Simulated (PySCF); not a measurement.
# Basis-set dependence of BeF at PBE0

PySCF, UKS reference; doublet, unpaired electrons σ ↑; De to Be + F without counterpoise correction.

```json
{"basis": "STO-3G", "relativity": "no relativity", "functions": "10", "Re (Å)": "1.320", "ωe (cm⁻¹)": "1462", "De (eV)": "6.43", "μ (D)": "0.32"}
{"basis": "pcseg-1", "relativity": "no relativity", "functions": "23", "Re (Å)": "1.392", "ωe (cm⁻¹)": "1213", "De (eV)": "5.75", "μ (D)": "-1.33"}
{"basis": "x2c-TZVPPall", "relativity": "spin-free X2C", "functions": "50", "Re (Å)": "1.370", "ωe (cm⁻¹)": "1236", "De (eV)": "5.91", "μ (D)": "-1.18"}
```

(1) How does each smaller set differ from the one with most functions, x2c-TZVPPall?

A positive dipole means Be(−)F(+). STO-3G is very small, so such numbers show the basis as much as the molecule. The state is the lowest determinant that a PBE0 search found; another state may lie lower at other levels.

Results:

(1) STO-3G: -5.0 pm, +18.3 % in ωe, +0.52 eV in De; pcseg-1: +2.2 pm, -1.9 % in ωe, -0.16 eV in De. All at PBE0; the set with most functions is neither the basis-set limit nor always the best. The rows treat relativity differently, so the differences are not basis effects alone.
